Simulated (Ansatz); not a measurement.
Consider the atomization: `FC[SiH2][SiH2]F` → C• + 2 F• + 6 H• + 2 Si•.

Program: Ansatz. Geometries: PBE0-D4/def2-TZVP. ΔE: electronic, gas phase. CCSD(T)/CBS is the MP2 limit (def2-TZVPP, def2-QZVPP) plus CCSD(T) − MP2 in def2-TZVPP, frozen cores. This one scheme is used for every species, atoms too. Open shells (•) are unrestricted, without spin–orbit coupling. Spin–orbit coupling would lower the free atoms: a little for C, F, Si. One conformer a species, not always the lowest.

`FC[SiH2][SiH2]F`:

```xyz
11

F    -1.775   -1.323   -0.442
C    -0.693   -1.530    0.406
Si    0.072    0.140    0.897
Si    0.628    1.367   -1.021
F     1.617    0.479   -1.927
H     0.037   -2.156   -0.116
H    -1.047   -2.082    1.282
H    -0.896    0.921    1.716
H     1.285   -0.137    1.716
H     1.339    2.626   -0.674
H    -0.568    1.696   -1.837
```

```csv
species,CCSD(T)/def2-SVP energy (Eh)
`FC[SiH2][SiH2]F`,-818.53861
C•,-37.71541
F•,-99.43472
H•,-0.49928
Si•,-288.81556
```

(1) Work out ΔE.

Largest T1 diagnostic among the species: 0.012.

Results:

(1) ΔE = 6 × (-0.49928) + 2 × (-99.43472) + 2 × (-288.81556) + (-37.71541) − (-818.53861) = 1.32696 Eh = +36.11 eV. CCSD(T)/CBS gives +38.80 eV.

The D4 term adds +0.36 eV with B3LYP and +0.19 eV with PBE0; it sums over pairs of atoms, weighted by their polarisabilities, and B3LYP, whose exchange is more repulsive, gets the larger term. From r2SCAN to r2SCAN0 (25 % exact exchange), in def2-TZVPP and without D4, ΔE moves by −0.59 eV: exact exchange takes away binding that semilocal exchange gives to molecules.

B3LYP here is the variant with VWN-RPA as its local correlation; programs differ in this.

For atomizations the MP2-based limit and the directly extrapolated one differ by several kJ/mol either way, and by 10 to 25 for some Ge, Se and Sn compounds, so smaller differences from it don't rank the levels.
